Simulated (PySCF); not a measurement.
## `C=C(Cl)CC1C=C1`, C6H7Cl

Molfile (atoms numbered from 1):
```
C6H7Cl
     RDKit          3D

 14 14  0  0  0  0  0  0  0  0999 V2000
    1.8985    1.2838    0.0514 C   0  0  0  0  0  0  0  0  0  0  0  0
    1.4333    0.0487   -0.0007 C   0  0  0  0  0  0  0  0  0  0  0  0
    2.0022   -1.0409   -1.2268 Cl  0  0  0  0  0  0  0  0  0  0  0  0
    0.3916   -0.5394    0.8966 C   0  0  0  0  0  0  0  0  0  0  0  0
   -0.9182   -0.7413    0.1410 C   0  0  0  0  0  0  0  0  0  0  0  0
   -2.2327   -0.5426    0.8313 C   0  0  0  0  0  0  0  0  0  0  0  0
   -1.8879    0.3929   -0.0028 C   0  0  0  0  0  0  0  0  0  0  0  0
    2.6333    1.6536   -0.6410 H   0  0  0  0  0  0  0  0  0  0  0  0
    1.5504    1.9654    0.8073 H   0  0  0  0  0  0  0  0  0  0  0  0
    0.7407   -1.5029    1.2773 H   0  0  0  0  0  0  0  0  0  0  0  0
    0.2269    0.1339    1.7394 H   0  0  0  0  0  0  0  0  0  0  0  0
   -0.8411   -1.4748   -0.6575 H   0  0  0  0  0  0  0  0  0  0  0  0
   -2.9161   -0.9523    1.5332 H   0  0  0  0  0  0  0  0  0  0  0  0
   -2.0817    1.3156   -0.4909 H   0  0  0  0  0  0  0  0  0  0  0  0
  1  2  2  0
  2  3  1  0
  2  4  1  0
  4  5  1  0
  5  6  1  0
  6  7  2  0
  7  5  1  0
  1  8  1  0
  1  9  1  0
  4 10  1  0
  4 11  1  0
  5 12  1  0
  6 13  1  0
  7 14  1  0
M  END
```

Theory: GIAO B97-D/6-311G** magnetisability, rotational g tensor and spin-rotation constants, non-relativistic, gas phase (PySCF 2.14.0). Geometry: GFN2-xTB.

(1) How diamagnetic is it, and how anisotropic?

(2) Split it along the inertial axes a, b, c into diamagnetic and paramagnetic parts about the centre of mass, with the quadrupole moment.

(3) And the rotational g tensor?

## Answers

(1) Isotropic -1149 × 10⁻³⁰ J/T², or -69.2 × 10⁻⁶ cm³/mol; principal values -1366, -1093, -989 × 10⁻³⁰ J/T², anisotropy 337 × 10⁻³⁰ J/T² (root of half the summed squared differences of the principal values). The susceptibility is in cgs units.

(2) 
| axis | χ (10⁻⁶ cm³/mol) | diamagnetic (10⁻⁶ cm³/mol) | paramagnetic (10⁻⁶ cm³/mol) | summed x² of all electrons (Å²) | quadrupole Θ (D Å) |
| --- | --- | --- | --- | --- | --- |
| a | -64.8 | -383.1 | 318.4 | 199.7 | -0.45 |
| b | -73.9 | -975.7 | 901.9 | 60.0 | +0.80 |
| c | -69.0 | -1101.6 | 1032.6 | 30.3 | -0.35 |

Anisotropies 2χaa − χbb − χcc = +13.2 and 2χbb − χaa − χcc = -13.9 × 10⁻⁶ cm³/mol. Θ is traceless in Buckingham's convention.

(3) 
```tsv
axis	rotational constant (GHz)	g	nuclear part	electronic part
a	4.3213	-0.0395	0.6068	-0.6463
b	1.3014	-0.0068	0.5446	-0.5514
c	1.1425	-0.0082	0.5461	-0.5543
```
Asymmetric top; isotopes 12C, 35Cl, 1H; no vibrational averaging.
